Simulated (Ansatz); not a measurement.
`CN[SiH](F)S` from Hartree–Fock to CCSD(T)

| atom | x (Å) | y (Å) | z (Å) |
| --- | --- | --- | --- |
| C1 | -0.319 | -1.361 | 0.640 |
| N2 | 0.630 | -0.316 | 0.322 |
| Si3 | 0.459 | 0.886 | -0.861 |
| F4 | 1.688 | 1.873 | -0.602 |
| S5 | -1.431 | 1.836 | -0.714 |
| H6 | -0.388 | -1.514 | 1.721 |
| H7 | -0.069 | -2.320 | 0.173 |
| H8 | -1.311 | -1.070 | 0.290 |
| H9 | 1.556 | -0.464 | 0.692 |
| H10 | 0.547 | 0.484 | -2.284 |
| H11 | -1.363 | 1.967 | 0.623 |

Charge 0, multiplicity 1. The geometry is a stationary point of PBE0-D4/def2-TZVP. It is one conformer, not always the lowest. Frozen core, restricted reference, the Gaussian-basis code of Ansatz. CBS rows extrapolate triple and quadruple zeta; past MP2 they add the triple-zeta difference.

| basis | HF (Eh) | MP2 corr. |
| --- | --- | --- |
| def2-SVP | -881.46257 | -0.72216 |
| def2-TZVPP | -881.95199 | -0.93405 |
| def2-QZVPP | -881.98228 | -1.01071 |

(1) Estimate the CCSD correlation energy and the (T) correction in each basis where they were run (hartree).

Answers

(1) 
```tsv
basis	CCSD corr.	(T)
def2-SVP	-0.77427	-0.01839
def2-TZVPP	-0.97989	-0.03638
CBS(def2)	-1.11333	as TZ
```
